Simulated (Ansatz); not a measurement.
`C[B]([GaH2])[TeH]` + `C=C=O` → `O=C=C[TeH]` + `C[BH][GaH2]` at 600 K and 1 bar (formal exchange of groups at a Te–B bond).

Program: Ansatz. Geometries: PBE0-D4/def2-TZVP. ΔE: electronic, gas phase. CCSD(T)/CBS adds triple-zeta CCSD(T) − MP2 to the extrapolated MP2 energy (def2 sets, frozen cores). This one scheme is used for every species. Elements past krypton have def2 core potentials. For Ga, Te outer-core shells are correlated without core-valence functions, which leaves a few kJ/mol of doubt a bond. Scalar relativity is left out up to krypton.

```json
{"species": "`C[B]([GaH2])[TeH]`", "CCSD(T)/CBS energy (Eh)": "-2258.11451", "H − E (kJ/mol)": "224.3", "S (J/(mol·K))": "485.6"}
{"species": "`C=C=O`", "CCSD(T)/CBS energy (Eh)": "-152.43640", "H − E (kJ/mol)": "113.6", "S (J/(mol·K))": "283.5"}
{"species": "`O=C=C[TeH]`", "CCSD(T)/CBS energy (Eh)": "-420.15634", "H − E (kJ/mol)": "120.8", "S (J/(mol·K))": "372.9"}
{"species": "`C[BH][GaH2]`", "CCSD(T)/CBS energy (Eh)": "-1990.35208", "H − E (kJ/mol)": "212.3", "S (J/(mol·K))": "396.5"}
```

H − E and S are ideal-gas, rigid-rotor, harmonic terms from PBE0-D4/def2-TZVP, for one conformer and one mirror image of each species. 1 Eh = 2625.50 kJ/mol, R = 8.31446 J/(mol·K).

By hand: ΔE, ΔH, ΔS and ΔG.

ΔE = (-420.15634) + (-1990.35208) − (-2258.11451) − (-152.43640) = 0.04249 Eh = 111.6 kJ/mol. Δ(H − E) = 120.8 + 212.3 − 224.3 − 113.6 = -4.8, so ΔH = 106.8 kJ/mol. ΔS = 372.9 + 396.5 − 485.6 − 283.5 = 0.3 J/(mol·K). ΔG = 106.8 − 600 × (0.3)/1000 = 106.6 kJ/mol.

By hand: the equilibrium constant, and the temperature at which ΔG would vanish if ΔH and ΔS stayed fixed.

log₁₀ K = −ΔG/(RT ln 10) = -9.3. ΔG = 0 at ΔH/ΔS = 356000 K, far beyond where these terms or the molecules hold.

The number of gas molecules stays the same, so ΔS is small and ΔH decides. A doubt of 5 kJ/mol in ΔE shifts log₁₀ K by 0.4 here. Other conformers and mirror images would add mixing entropy, several J/(mol·K) or more a flexible species. These are equilibria of isolated gas molecules and say nothing of rates. Largest T1 diagnostic: 0.016 (customary marks: 0.02 for closed shells, 0.045 for open ones).
